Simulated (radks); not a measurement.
All-electron atom: I in [Kr] 4d10 5s2 5p5 (the NIST ground configuration). All-electron calculation, scalar-relativistic Kohn-Sham, LDA (Slater exchange, Perdew-Wang correlation), spin-polarised, spherical densities, finite nucleus; open shells are filled with parallel spins first (spin-orbit coupling, left out, can overturn this in heavy ions); Fermi nuclear charge, rms radius 4.75 fm; hard spherical wall at 5 bohr. Program: a radial shooting solver on a logarithmic mesh with Libxc functionals.

Local quantities along the radius. ELF = 1/(1 + alpha^2) is the electron localisation function; alpha = (tau - tau_W)/tau_unif compares the Pauli kinetic energy density with that of the uniform gas (summed over spins); -r V(r) is the screened charge that the Kohn-Sham potential of spin up presents (atomic units); r v_xc is r times the local exchange-correlation potential of spin up (hartree bohr); s = |grad rho|/(2 (3 pi^2)^(1/3) rho^(4/3)) is the reduced gradient. tau is taken from the large components.

r (bohr),ELF,alpha,-r V(r),r v_xc,s
0.001089,0.999,0.02351,52.70,-0.05737,0.7533
0.001429,0.999,0.02372,52.61,-0.07337,0.6686
0.001876,0.999,0.02453,52.49,-0.09348,0.6064
0.002463,0.999,0.02615,52.32,-0.1185,0.5626
0.003232,0.999,0.02890,52.11,-0.1493,0.5343
0.004243,0.999,0.03339,51.83,-0.1864,0.5196
0.005569,0.998,0.04074,51.46,-0.2303,0.5178
0.00731,0.997,0.05321,50.99,-0.2804,0.5290
0.009595,0.994,0.07563,50.38,-0.3350,0.5545
0.01259,0.986,0.1194,49.61,-0.3910,0.5960
0.01653,0.957,0.2127,48.64,-0.4431,0.6529
0.0217,0.846,0.4260,47.43,-0.4863,0.7117
0.02848,0.565,0.8774,45.95,-0.5203,0.7170
0.03738,0.334,1.411,44.16,-0.5602,0.5687
0.04907,0.384,1.266,42.02,-0.6340,0.3427
0.06441,0.631,0.7648,39.51,-0.7429,0.2877
0.08454,0.752,0.5736,36.60,-0.8426,0.3854
0.111,0.617,0.7886,33.33,-0.8896,0.5071
0.1456,0.339,1.397,29.74,-0.9125,0.4350
0.1912,0.455,1.095,25.92,-1.018,0.2227
0.2509,0.733,0.6034,22.02,-1.155,0.3101
0.3294,0.699,0.6569,18.24,-1.154,0.5692
0.4323,0.243,1.764,14.68,-1.028,0.6580
0.5675,0.396,1.235,11.37,-1.087,0.1976
0.7449,0.763,0.5580,8.345,-1.232,0.3444
0.9777,0.641,0.7487,5.822,-1.190,0.6341
1.283,0.303,1.515,3.928,-1.045,0.7705
1.684,0.402,1.220,2.595,-1.010,0.5603
2.211,0.757,0.5662,1.686,-1.022,0.6603
2.902,0.767,0.5511,1.097,-0.9297,1.121
3.809,0.456,1.091,0.6988,-0.6855,2.763

On this mesh the ELF has minima near r = 0.043, 0.17, 0.50, 1.5 bohr, which separate the shells, and maxima near 0.085 (0.75), 0.29 (0.76), 0.74 (0.76), 2.5 (0.80).
